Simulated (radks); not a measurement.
Q: The mean radii <r> (bohr) of the occupied orbitals of an atom or ion are listed with their occupations. All-electron calculation, Dirac Kohn-Sham, exchange-only PBE, spin-unpolarised, spherical densities, finite nucleus; Fermi nuclear charge, rms radius of each element as measured or else 0.836 A^(1/3) + 0.57 fm. Program: a radial shooting solver on a logarithmic mesh with Libxc functionals.

| orbital | occ. | <r> |
|---|---|---|
| 1s1/2 | 1 | 0.02806 |

Name the element and its charge. Open shells, if any, fill j = l - 1/2 first.

A: Z = 51, antimony, charge +50: Sb50+ in 1s1. The 1s radius gives Z: for a bare nucleus <r> = (2 gamma + 1)/(2Z) with gamma = sqrt(1 - (Z/c)^2), 0.028 bohr for Z = 51, and the self-interaction of the functional makes it slightly larger (0.02806 here). The occupations add up to 1, and the charge is Z minus that.
